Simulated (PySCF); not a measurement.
**Electron correlation in In (indium, neutral)**

Starting occupation: [Kr] 4d10 5s2 5p1, 5p3/2 with m_j = +3/2. All numbers are calculated (PySCF 2.14, X2C-1e with screened-nucleus spin-orbit coupling, Gaussian nucleus, in x2c-SVPall-2c with one added diffuse shell each of s, p type (7s9p4d, 54 functions)). Frozen: [Ar] 3d10; 21 electrons correlated; the 6 highest virtual spinors left out.

MP2 pair energies summed by pair of shells (mhartree):

```
       pair  energy  share (%)
5s1/2-5s1/2  -15.78       17.4
5p3/2-5s1/2  -10.75       11.9
4d3/2-4d5/2   -7.79        8.6
4d5/2-4p3/2   -7.36        8.1
4d5/2-4d5/2   -6.32        7.0
4d5/2-5s1/2   -5.58        6.2
4p1/2-4p3/2   -5.34        5.9
4d3/2-4p3/2   -4.91        5.4
4p3/2-4p3/2   -4.42        4.9
4d5/2-4p1/2   -3.80        4.2
4d3/2-5s1/2   -3.69        4.1
4d3/2-4d3/2   -2.79        3.1
4d3/2-4p1/2   -2.40        2.6
4d5/2-5p3/2   -1.94        2.1
4d5/2-4s1/2   -1.17        1.3
4d3/2-5p3/2   -1.17        1.3
4p1/2-4p1/2   -1.00        1.1
4p3/2-5s1/2   -0.97        1.1
4d3/2-4s1/2   -0.76        0.8
4p3/2-4s1/2   -0.76        0.8
4s1/2-4s1/2   -0.49        0.5
4p1/2-5s1/2   -0.41        0.5
4p1/2-4s1/2   -0.40        0.4
4p3/2-5p3/2   -0.23        0.3
4s1/2-5s1/2   -0.17        0.2
4p1/2-5p3/2   -0.13        0.1
4s1/2-5p3/2   -0.02        0.0
```

Total MP2 correlation energy: -90.55 mhartree.

This basis was not built for core-valence correlation, so the inner-shell part is incomplete.
